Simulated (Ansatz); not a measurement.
Geometry optimisation, RKS PBE0/def2-SVP in Ansatz.

Input:

```yaml
crystal:
  periodic: [false, false, false]
  atoms:
    - { symbol: C, position_ang: [0.7426, -1.25, -0.5849] }
    - { symbol: C, position_ang: [0.5911, -0.0213, 0.3561] }
    - { symbol: Cl, position_ang: [2.1256, 0.6589, 0.8595] }
    - { symbol: B, position_ang: [-0.3625, -0.214, 1.5779] }
    - { symbol: Al, position_ang: [-0.7462, 1.242, 0.0246] }
    - { symbol: O, position_ang: [-1.5866, 2.6252, -0.8598] }
    - { symbol: H, position_ang: [1.3196, -2.011, -0.1221] }
    - { symbol: H, position_ang: [-0.2697, -1.5941, -0.8623] }
    - { symbol: H, position_ang: [1.2039, -0.8698, -1.4903] }
    - { symbol: H, position_ang: [-1.95443, 2.17039, -0.19874] }
    - { symbol: H, position_ang: [-2.1952, 2.1493, -1.4777] }
basis:
  gaussian: { orbitals: def2-SVP }
hamiltonian:
  xc: pbe0
relax:
  f_tol: 0.02
  max_steps: 50
```

Launched with:

```bash
$ ansatz run input.yaml --threads 2 --pin off --max-ram 3072MiB --backend cpu --events-out ev --progress --plain --runs-dir out
```

Task: Where does it end, and by what steps?

Result: It converged. The force dipped under the threshold on the way, but the program's further checks kept it going. After 36 steps the energy has fallen by 5.523 eV; Al5 moved furthest, 2.19 Å. Parted: C2–Al5 (1.87 → 3.61 Å), Al5–H10 (1.54 → 2.76 Å).

```
step  energy less start (eV)  largest force component (eV/Å)  accepted
   0                  0.0000                           6.818       yes
   2                 -2.4299                           0.907       yes
   4                 -3.3586                           1.693       yes
   6                 -4.2054                           0.835       yes
   8                 -4.6302                           1.666       yes
  10                 -4.8114                           1.152       yes
  12                 -5.0279                           0.672       yes
  14                 -5.2218                           1.477       yes
  16                 -5.3433                           0.810       yes
  18                 -5.4344                           0.744       yes
  20                 -5.5000                           0.662       yes
  22                 -5.5147                           0.357       yes
  24                 -5.5189                           0.059       yes
  26                 -5.5200                           0.041       yes
  28                 -5.5211                           0.113       yes
  30                 -5.5225                           0.044       yes
  32                 -5.5230                           0.039       yes
  34                 -5.5232                           0.005       yes
  36                 -5.5232                           0.015       yes
```

```xyz
11
Properties=species:S:1:pos:R:3
C 1.219 -1.624 -0.445
C 0.334 -0.449 -0.304
Cl 1.120 1.151 -0.671
B -0.984 -0.050 0.029
Al -2.879 1.002 0.455
O -1.652 2.615 -0.044
H 2.086 -1.570 0.236
H 0.652 -2.536 -0.203
H 1.607 -1.726 -1.473
H -1.923 3.540 -0.059
H -0.713 2.534 -0.298
```

Whether the end is a true minimum wasn't checked by a vibrational analysis.

Time of the run: 80 s on 2 threads of Intel(R) Xeon(R) 6975P-C (Granite Rapids) (shared host), peak memory 0.29 GiB.
